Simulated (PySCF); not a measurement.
## Two-dimensional NMR puzzle

Compound of formula C₆H₆O. Correlations simulated from computed shifts and the bond graph:

HSQC (one-bond C–H):
```tsv
δH	δC
7.26	146.8
6.47	146.8
2.95	92.3
2.55	32.8
```

COSY cross peaks (H two or three bonds apart, from the bond graph; peaks can be absent where the dihedral angle is near 90°):
```tsv
δH	δH
7.26	6.47
```

HMBC (two and three bonds, from the bond graph):
```tsv
δH	δC
7.26	197.8, 133.2, 86.9
6.47	197.8, 133.2, 86.9
2.95	133.2, 86.9
2.55	197.8, 133.2
```

Carbons without hydrogens: δ 197.8, 133.2, 86.9.

PySCF 2.14.0 with density-fitted response routines calculation with PBE0/pcSseg-1 with gauge-including orbitals and GFN2-xTB geometry; one computed conformer, relativity neglected, no solvent, rapidly exchanging positions averaged.

Scale: TMS for 1H (σref 31.72), 13C (σref 186.93) (reference shieldings calculated alike).

Exchangeable hydrogens are left out of these lists.

Problem. Which molecule is this?

Solution. SMILES C#CC(=C)C(C)=O.

Atom-mapped SMILES (the numbers label the heavy atoms): `[CH:1]#[C:2][C:3](=[CH2:4])[C:5]([CH3:6])=[O:7]` (H(Xn): hydrogen on atom n). Ha(C4) is cis to C2; Hb(C4) is trans to C2.

- δC 197.8 is C5, a ketone carbonyl carbon.
- δC 146.8 is C4, a β carbon of a C=C–C=O unit (δH 6.47, 7.26).
- δC 133.2 is C3, an α carbon of a C=C–C=O unit.
- δC 92.3 is C1, a terminal alkyne carbon (δH 2.95).
- δC 86.9 is C2, an alkyne carbon.
- δC 32.8 is C6, a methyl carbon α to a carbonyl (δH 2.55).
- HMBC from δH 7.26 reaches the proton-free carbons C5, C3, C2.
- HMBC from δH 6.47 reaches the proton-free carbons C5, C3, C2.
- HMBC from δH 2.95 reaches the proton-free carbons C3, C2.
- HMBC from δH 2.55 reaches the proton-free carbons C5, C3.
- COSY links 7.26–6.47.

The data come from this structure; uniqueness wasn't tested.

Shifts are as computed. Against solution values, carbons near 30 ppm lie about +3 ppm off and those near 130 ppm about +5 ppm. Of 1211 compounds with measured shifts, 218 miss one by over three times the rms of a fit or turn the order of signals round; such compounds aren't used in these exercises.
